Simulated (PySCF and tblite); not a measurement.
Values are calculated unless marked as measured or tabulated.
System: C3H4GeO2, numbered as in [CH:1]#[C:2][C:3](=[O:4])[O:5][GeH3:6].

The path came from a restrained scan, a climbing-image band and a saddle search at GFN2-xTB; energies are PBE0/pcSseg-1 + D3(BJ)//PBE0-D3(BJ)/def2-SVP, thermal terms GFN2-xTB. Rate constants are transition-state-theory values, counting equivalent paths, without tunnelling. Run with tblite and PySCF.

Spin–orbit effects of heavy atoms on shieldings are missing.

(1) What barrier does the shift of Ge6 from O5 to O4 meet, and how fast is it at 298 K?

Results:

(1) The electronic barrier is 12.6 kcal/mol and ΔG‡(298 K) 12.2 kcal/mol, over a Cs saddle with an imaginary mode of 280i cm⁻¹ (GFN2-xTB). With 2 equivalent paths, k is 1.4×10⁴ s⁻¹, a mean lifetime of the start of 71 µs against this motion.
